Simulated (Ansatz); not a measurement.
```
atom    x (Å)    y (Å)    z (Å)
   B   0.0136  -0.0481  -0.0022
   F   1.2932   0.0440  -0.0166
   F  -0.6680   1.1296  -0.0481
   F  -0.6646  -1.1204   0.0469
```

Basis set: 6-31G* (spherical functions). Left uncorrelated: 4 orbitals. Charge 0, multiplicity 1.

Computed with Ansatz (development build ahead of 0.2.0); each method stands on the lowest determinant of its kind that the runs found. Restricted open shells among the atoms or ions are ROHF, correlated in semicanonical orbitals with singles.

Give the atomization energy at this shape (free ground-state atoms in the same class of orbitals less the molecule, no zero-point energy) of singlet BF₃ by RHF-MP2, RHF.

| method | atomization energy |
| --- | --- |
| RHF-MP2 | 1966.8 kJ/mol |
| RHF | 1537.4 kJ/mol |

Caution: the shape is not the minimum.
